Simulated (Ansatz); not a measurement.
Consider the isomerisation: `N[CH](O)[GeH3]` → `[NH2][GeH2][CH2]O`.

Program: Ansatz. Geometries: PBE0-D4/def2-TZVP. ΔE: electronic, gas phase. CBS: MP2 limit from def2 TZ/QZ plus the TZ coupled-cluster correction, frozen cores. DFT in def2-TZVPP. B3LYP here is the variant with VWN-RPA as its local correlation; programs differ in this. For Ge outer-core shells are correlated without core-valence functions, which leaves a few kJ/mol of doubt a bond. Scalar relativity is left out up to krypton. Each species was taken in one conformer, which may not be the lowest.

(1) Is it downhill or uphill in electronic energy at CCSD(T)/CBS, and by how much? (Best estimate.)

(2) What do these levels give: PBE-D4, ωB97M-V, B2PLYP, PBE, r2SCAN, B3LYP, MP2/def2-TZVPP, SCS-MP2/def2-TZVPP, CCSD(T)/def2-TZVPP, HF/def2-QZVPP, MP2/CBS(def2), CCSD/CBS(def2)? (Best estimate.)

Largest T1 diagnostic among the species: 0.011.

Answers

(1) Computed: Downhill: ΔE = -77.1 kJ/mol.

(2) Ansatz gave: PBE-D4 -70.8, ωB97M-V -74.8, B2PLYP -77.1, PBE -70.6, r2SCAN -73.6, B3LYP -73.3, MP2/def2-TZVPP -82.4, SCS-MP2/def2-TZVPP -79.9, CCSD(T)/def2-TZVPP -77.4, HF/def2-QZVPP -72.0, MP2/CBS(def2) -82.1, CCSD/CBS(def2) -76.5 kJ/mol.

In def2-TZVPP, CCSD(T) changes the Hartree–Fock value by −4.8 kJ/mol (the triples alone add −0.6 kJ/mol) and MP2 by −9.8 kJ/mol.
